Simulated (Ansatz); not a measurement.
Basis-set series for CH8ClGeNSi, SMILES `C[N]([GeH3])[SiH2]Cl`. Charge 0, multiplicity 1. Geometry: relaxed with PBE0-D4/def2-TZVP. It is one conformer, not always the lowest.

```json
{"atom": "C1", "x (Å)": "-1.338", "y (Å)": "0.297", "z (Å)": "0.690"}
{"atom": "N2", "x (Å)": "-0.169", "y (Å)": "0.008", "z (Å)": "-0.132"}
{"atom": "Ge3", "x (Å)": "1.005", "y (Å)": "1.418", "z (Å)": "-0.363"}
{"atom": "Si4", "x (Å)": "0.241", "y (Å)": "-1.608", "z (Å)": "-0.463"}
{"atom": "Cl5", "x (Å)": "1.089", "y (Å)": "-2.598", "z (Å)": "1.149"}
{"atom": "H6", "x (Å)": "-1.851", "y (Å)": "1.197", "z (Å)": "0.336"}
{"atom": "H7", "x (Å)": "-1.083", "y (Å)": "0.445", "z (Å)": "1.746"}
{"atom": "H8", "x (Å)": "-2.057", "y (Å)": "-0.527", "z (Å)": "0.637"}
{"atom": "H9", "x (Å)": "0.219", "y (Å)": "2.564", "z (Å)": "-1.023"}
{"atom": "H10", "x (Å)": "2.150", "y (Å)": "0.927", "z (Å)": "-1.256"}
{"atom": "H11", "x (Å)": "1.532", "y (Å)": "1.888", "z (Å)": "1.006"}
{"atom": "H12", "x (Å)": "-0.986", "y (Å)": "-2.373", "z (Å)": "-0.784"}
{"atom": "H13", "x (Å)": "1.248", "y (Å)": "-1.637", "z (Å)": "-1.546"}
```

```json
{"functional": "PBE0-D4", "basis": "def2-SVP", "functions": "136", "energy (Eh)": "-2923.22167", "HOMO (eV)": "-7.21", "LUMO (eV)": "0.45"}
{"functional": "PBE0-D4", "basis": "def2-QZVPP", "functions": "583", "energy (Eh)": "-2923.93181", "HOMO (eV)": "-7.30", "LUMO (eV)": "-0.02"}
{"functional": "ωB97M-V", "basis": "def2-SVP", "functions": "136", "energy (Eh)": "-2923.64548", "HOMO (eV)": "-9.44", "LUMO (eV)": "2.30"}
{"functional": "ωB97M-V", "basis": "def2-QZVPP", "functions": "583", "energy (Eh)": "-2924.35691", "HOMO (eV)": "-9.57", "LUMO (eV)": "1.52"}
```

(1) Give the rows for def2-TZVPP. (Estimate.)

## Answers

(1) The calculation gave: 
```
functional       basis  functions  energy (Eh)  HOMO (eV)  LUMO (eV)
   PBE0-D4  def2-TZVPP        306  -2923.85713      -7.29       0.14
   ωB97M-V  def2-TZVPP        306  -2924.28486      -9.56       1.88
```

Positive LUMOs are unbound and depend on the basis. Scalar relativity is left out up to krypton.

All numbers were calculated with Ansatz.
